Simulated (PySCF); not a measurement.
Polarisability and C₆ of B- (boron, charge -1)

[He] 2s2 2p2, high-spin 3P determinant. All numbers are calculated (PySCF 2.14, no relativity, point nucleus, in aug-cc-pV5Z). Coupled (time-dependent) response in atomic units; α is the mean over directions.

```
method  mean α (bohr³)         α xx, yy, zz  C₆ (like pair)  S(−4)
   UHF           130.8  64.57, 163.9, 163.9            1396  18970
```

S(−4) is the Cauchy moment in α(ω) = α(0) + S(−4) ω² + …

α(iu) at UHF:

```csv
u (hartree),α(iu) (bohr³)
0,130.8
0.0500,100.3
0.100,68.03
0.200,35.94
0.300,21.71
0.500,10.27
0.750,5.308
1.00,3.242
1.50,1.579
2.00,0.9359
3.00,0.4438
5.00,0.1737
```

For an ion, C₆ is the dispersion term alone; charge-induced terms of lower order in 1/R come first.

The components differ because the open shell of this determinant is not spherical; for a pure term their mean is the scalar polarisability.
